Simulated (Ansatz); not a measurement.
W(O)(S)(Br)(SH) (BrHOS2W), SMILES [O]=[W](=[S])([SH])[Br], multiplicity 1.

Geometry optimised at B3LYP-D3(BJ)/def2-SVP. The spin state was assumed, not searched. The def2 effective core potentials stand for the cores of W; spin–orbit coupling is left out. Other conformers were not sampled.

Two levels are set side by side: PBE/def2-SVPD (Ansatz, a quantum-chemistry and plane-wave program) and CAM-B3LYP/def2-SVPD (Ansatz). Energy differences of separate SCF runs at the same geometry; the states with an electron removed or added have multiplicity 2 and 2. Differences are taken from unrounded values.

```tsv
quantity	CAM-B3LYP	PBE	PBE minus CAM-B3LYP
vertical ionisation energy (eV)	10.05	9.69	-0.36
vertical electron affinity (eV)	2.14	1.62	-0.53
vertical singlet–triplet gap (eV)	2.60	2.85	0.25
```
